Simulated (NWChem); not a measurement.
Species: C2H4BNO2; SMILES C(#N)OB(O)C

```xyz
10

C      0.5619     2.2202    -0.0001
B     -0.0895     0.8083     0.0002
O     -1.4115     0.5886     0.0001
O      0.8064    -0.3046     0.0002
C      0.3411    -1.4972     0.0000
N     -0.0971    -2.5732    -0.0001
H     -0.1898     3.0199     0.0049
H      1.2168     2.3394     0.8782
H      1.2073     2.3425    -0.8850
H     -1.6840    -0.3403    -0.0001
```
Atoms are numbered in this order, from 1.

Computed with NWChem. All runs use the structure optimised with PBE0/def2-SVP.

What does the run give for B3LYP/def2-SVP? Quantities: highest occupied level (eV); orbital gap (eV); dipole (D).


```json
{
 "highest occupied level (eV)": "-8.72",
 "orbital gap (eV)": "8.67",
 "dipole (D)": "2.73"
}
```
